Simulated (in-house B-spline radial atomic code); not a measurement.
A radial electron density 4πr²n(r) was computed for an atom or ion in its tabulated ground configuration with a B-spline radial code for spherical atoms; method: non-relativistic Hartree-Fock, spin-polarised, averaged over the determinants with the given up and down occupations. Columns: r (bohr), 4πr²n(r) (electrons per bohr), bar.

```
 0.00134    2.057 #
 0.00166    3.051 ##
 0.00205    4.465 ##
 0.00253    6.464 ###
 0.00313    9.284 #####
 0.00386    13.07 #######
 0.00477    18.13 #########
  0.0059    24.62 ############
 0.00728    32.41 ################
   0.009    41.35 #####################
  0.0111    50.51 #########################
  0.0137    58.82 ##############################
   0.017    64.79 #################################
   0.021    66.79 ##################################
  0.0259    64.87 #################################
   0.032    60.87 ###############################
  0.0395     58.7 ##############################
  0.0489    62.43 ###############################
  0.0604    72.56 #####################################
  0.0746    83.76 ##########################################
  0.0921    87.33 ############################################
   0.114    79.26 ########################################
   0.141    67.15 ##################################
   0.174    63.96 ################################
   0.215    70.97 ####################################
   0.265    72.86 #####################################
   0.328    57.18 #############################
   0.405    34.38 #################
     0.5    23.79 ############
   0.618    26.62 #############
   0.763    27.86 ##############
   0.943    20.63 ##########
    1.17     11.2 ######
    1.44     6.03 ###
    1.78    4.127 ##
     2.2    2.948 #
    2.72    1.608 #
    3.35   0.5974 
    4.14    0.135 
    5.12  0.01701 
    6.33  0.00107 
    7.82 2.918e-05
```

Problem. Which atom or ion is it?
A. Te2+
B. Sb2+
C. I2+
D. Ba3+

Solution. C. The area under the curve, ∫4πr²n dr = ∫r·4πr²n d(ln r) on this logarithmic grid, is 51 electrons, which only this option has. The configuration is [Kr] 4d10 5s2 5p3.
